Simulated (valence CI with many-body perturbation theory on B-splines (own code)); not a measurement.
**Forbidden lines of Sm⁴⁰⁺**

Calculated by valence CI with perturbative core correlation (CI+MBPT): four valence electrons over a frozen Dirac-Fock core [Ar], radial functions for each j: 9 s, 9 p, 10 d, 8 f, 5 g, 3 h, 1 i, with the one-electron correlation potential Σ1, the two-electron term Σ2, the three-electron term Σ3, Breit, model QED; selected CI, second order for the rest (own B-spline code, finite nucleus).

No measured spectrum was set against this ion. As an estimate, large intervals hold to a few tenths of a per cent, small ones and those within an open d or f shell to about a per cent. Only levels of the ground parity were solved; by the run's estimate the other parity begins above the list, which can be wrong where configurations are misplaced.

Lines 1 to 50 of 120 in falling wavelength, among levels below 165.49 eV, chosen from the decays that carry over 1 % of a level's rate. Wavelengths and rates use the calculated energies. Electric multipoles are in the length gauge, E1 and E2 with the static RPA response of the core. Weak lines are less certain than strong ones. Lines between different terms over intervals too small for the method are left out, as are lines whose strength nearly cancels. The highest levels of a list are the least certain. Branching is blank where the lifetime is uncertain.

Levels are named by their leading jj configuration (3d3/2^4 stands for four electrons in 3d with j = 3/2), which in mixed levels can hold well under half, so a name can repeat and another be missing. Letters in brackets count levels of one name in rising energy.

```tsv
λ vac (nm)	Upper	Lower	Type	A (s⁻¹)	Branch %
519.1	(3d3/2^2 3d5/2^2) J=6	(3d3/2^2 3d5/2^2) J=5	M1	5.79e+01	94.8
375.5	(3d3/2^3 3d5/2) J=3	(3d3/2^3 3d5/2) J=2	M1	3.57e+02	61.4
366.8	(3d3/2^3 3d5/2) J=3	(3d3/2^3 3d5/2) J=4	M1	2.25e+02	38.6
128.7	(3d3/2^2 3d5/2^2) J=4 [b]	(3d3/2^2 3d5/2^2) J=3 [a]	M1	3.80e+03	
124.8	(3d3/2^3 3d5/2) J=2	(3d3/2^3 3d5/2) J=1	M1	1.26e+04	99.8
123.9	(3d3/2^2 3d5/2^2) J=1	(3d3/2^2 3d5/2^2) J=0 [a]	M1	7.19e+03	2.5
108.3	(3d3/2^2 3d5/2^2) J=4 [b]	(3d3/2^2 3d5/2^2) J=4 [a]	M1	6.86e+02	
98.58	(3d3/2^2 3d5/2^2) J=2 [b]	(3d3/2^2 3d5/2^2) J=2 [a]	M1	6.32e+03	9.1
98.43	(3d3/2^2 3d5/2^2) J=2 [d]	(3d3/2^2 3d5/2^2) J=2 [c]	M1	7.11e+03	14.5
97.57	(3d3/2 3d5/2^3) J=3 [b]	(3d3/2 3d5/2^3) J=3 [a]	M1	5.39e+03	1.4
97.23	(3d3/2 3d5/2^3) J=3 [c]	(3d3/2 3d5/2^3) J=2 [a]	M1	8.19e+03	2.6
94.27	(3d3/2^2 3d5/2^2) J=4 [c]	(3d3/2^2 3d5/2^2) J=3 [b]	M1	3.92e+03	1.9
74.13	(3d3/2 3d5/2^3) J=1 [b]	(3d3/2 3d5/2^3) J=0	M1	1.40e+04	2.8
73.06	(3d3/2 3d5/2^3) J=2 [b]	(3d3/2 3d5/2^3) J=2 [a]	M1	1.09e+04	2.8
65.51	(3d3/2^2 3d5/2^2) J=0 [b]	(3d3/2 3d5/2^3) J=1 [a]	M1	1.91e+04	8.8
62.36	(3d3/2^2 3d5/2^2) J=4 [c]	(3d3/2^2 3d5/2^2) J=5	M1	6.76e+03	3.4
61.18	(3d3/2^2 3d5/2^2) J=4 [a]	(3d3/2^3 3d5/2) J=3	M1	2.39e+04	11.6
60.54	(3d3/2 3d5/2^3) J=1 [b]	(3d3/2 3d5/2^3) J=1 [a]	M1	9.05e+03	1.8
56.80	(3d3/2 3d5/2^3) J=3 [a]	(3d3/2^2 3d5/2^2) J=4 [b]	M1	2.02e+04	3.2
56.15	(3d3/2^2 3d5/2^2) J=3 [a]	(3d3/2^3 3d5/2) J=3	M1	1.23e+05	56.5
56.09	(3d3/2^2 3d5/2^2) J=2 [c]	(3d3/2^2 3d5/2^2) J=2 [a]	M1	1.32e+04	3.2
56.04	(3d3/2^2 3d5/2^2) J=2 [d]	(3d3/2^2 3d5/2^2) J=2 [b]	M1	1.06e+04	21.6
55.67	(3d3/2 3d5/2^3) J=2 [a]	(3d3/2^2 3d5/2^2) J=2 [c]	M1	3.11e+04	5.6
55.28	(3d3/2 3d5/2^3) J=3 [c]	(3d3/2^2 3d5/2^2) J=2 [d]	M1	1.17e+04	3.7
54.19	(3d3/2^2 3d5/2^2) J=2 [d]	(3d3/2^2 3d5/2^2) J=3 [b]	M1	5.77e+03	11.8
54.04	(3d3/2 3d5/2^3) J=1 [b]	(3d3/2^2 3d5/2^2) J=2 [d]	M1	8.59e+04	17.0
53.25	(3d3/2^2 3d5/2^2) J=4 [c]	(3d3/2^2 3d5/2^2) J=3 [a]	M1	7.72e+03	3.8
52.68	(3d3/2 3d5/2^3) J=3 [c]	(3d3/2 3d5/2^3) J=4 [a]	M1	2.69e+04	8.5
52.43	(3d3/2^2 3d5/2^2) J=4 [a]	(3d3/2^3 3d5/2) J=4	M1	1.83e+05	88.4
52.33	(3d3/2^2 3d5/2^2) J=2 [a]	(3d3/2^3 3d5/2) J=2	M1	7.88e+04	19.6
52.20	(3d3/2 3d5/2^3) J=3 [b]	(3d3/2^2 3d5/2^2) J=2 [c]	M1	6.28e+03	1.6
51.56	(3d3/2^3 3d5/2) J=1	(3d3/2^4) J=0	M1	1.98e+05	100.0
51.27	(3d3/2 3d5/2^3) J=2 [b]	(3d3/2 3d5/2^3) J=1 [a]	M1	1.27e+04	3.3
50.43	(3d3/2 3d5/2^3) J=1 [a]	(3d3/2^2 3d5/2^2) J=2 [b]	M1	3.59e+04	4.4
50.38	(3d5/2^4) J=4	(3d3/2 3d5/2^3) J=3 [b]	M1	2.27e+04	2.6
49.40	(3d3/2^2 3d5/2^2) J=4 [c]	(3d3/2^2 3d5/2^2) J=4 [a]	M1	9.25e+04	45.9
48.85	(3d3/2^2 3d5/2^2) J=3 [a]	(3d3/2^3 3d5/2) J=2	M1	9.41e+04	43.4
47.70	(3d3/2 3d5/2^3) J=5	(3d3/2^2 3d5/2^2) J=4 [b]	M1	9.97e+04	33.8
46.53	(3d3/2 3d5/2^3) J=2 [b]	(3d3/2^2 3d5/2^2) J=2 [d]	M1	1.54e+04	4.0
45.90	(3d3/2^2 3d5/2^2) J=2 [d]	(3d3/2^2 3d5/2^2) J=1	M1	5.97e+02	1.2
43.97	(3d3/2 3d5/2^3) J=2 [b]	(3d3/2 3d5/2^3) J=3 [a]	M1	3.35e+04	8.6
43.50	(3d3/2 3d5/2^3) J=4 [a]	(3d3/2^2 3d5/2^2) J=5	M1	2.22e+04	4.7
42.96	(3d3/2^2 3d5/2^2) J=5	(3d3/2^3 3d5/2) J=4	M1	1.12e+05	99.4
42.06	(3d3/2 3d5/2^3) J=1 [a]	(3d3/2^2 3d5/2^2) J=1	M1	1.46e+05	17.9
41.55	(3d3/2 3d5/2^3) J=5	(3d3/2^2 3d5/2^2) J=6	M1	6.09e+04	20.7
40.33	(3d3/2 3d5/2^3) J=6	(3d3/2^2 3d5/2^2) J=6	M1	1.19e+05	46.1
39.68	(3d3/2^2 3d5/2^2) J=6	(3d3/2^3 3d5/2) J=4	E2	3.21e+00	5.2
39.61	(3d3/2^2 3d5/2^2) J=0 [a]	(3d3/2^3 3d5/2) J=1	M1	6.53e+05	100.0
39.51	(3d3/2^2 3d5/2^2) J=1	(3d3/2^3 3d5/2) J=2	M1	2.71e+05	95.9
39.41	(3d3/2 3d5/2^3) J=3 [a]	(3d3/2^2 3d5/2^2) J=3 [a]	M1	2.34e+05	37.7
```
